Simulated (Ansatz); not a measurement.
Total energies of C2H5AlF2 (`[CH3][AlH][CH](F)F`).

```xyz
10

C    -0.076    1.515    0.775
Al    0.247    0.321   -0.721
C    -0.038   -1.657   -0.433
F     0.766   -2.079    0.607
F    -1.343   -1.864   -0.030
H     0.824    2.090    1.017
H    -0.388    0.979    1.673
H    -0.853    2.246    0.528
H     0.721    0.806   -2.157
H     0.140   -2.357   -1.259
```

The species carries charge 0 and has multiplicity 1. The structure was optimised at the PBE0-D4/def2-TZVP level. It is one conformer, not always the lowest. Basis def2-TZVPP, Ansatz 0.2.0.

RPA on PBE orbitals: Hartree–Fock energy of these orbitals -519.48680 Eh, correlation -1.47699 Eh (frozen core).

```csv
functional,energy without D4 (Eh),D4 term (kJ/mol)
PBE,-521.00921,-15.1
revPBE,-521.30033,-46.5
BLYP,-521.39454,-33.0
r2SCAN,-521.28609,-3.8
PBE0,-521.04163,-12.8
B3LYP,-521.47642,-24.2
r2SCANh,-521.26949,-4.0
HSE06 (plane-wave form),-521.02278,-11.9
BHLYP,-521.32351,-18.5
CAM-B3LYP,-521.36379,-12.9
LC-ωPBE,-521.20691,–
ωB97X-V,-521.31662,–
ωB97M-V,-521.33658,–
PBE-QIDH,-520.91648,–
```

(1) Give the same for LDA (SPW92), B97M-V, r2SCAN0, B2PLYP. (Best estimate.)

B3LYP takes the VWN-RPA correlation (the form of Gaussian; ORCA's B3LYP/G). HSE06 is the plane-wave form, built on full-range PBE exchange. The double hybrids freeze the cores in their second-order part.

Results:

(1) The calculation gave: 
```csv
functional,energy without D4 (Eh),D4 term (kJ/mol)
LDA (SPW92),-518.37285,–
B97M-V,-521.31712,–
r2SCAN0,-521.24588,-4.4
B2PLYP,-521.14829,–
```

LC-ωPBE has ω = 0.4 bohr⁻¹.
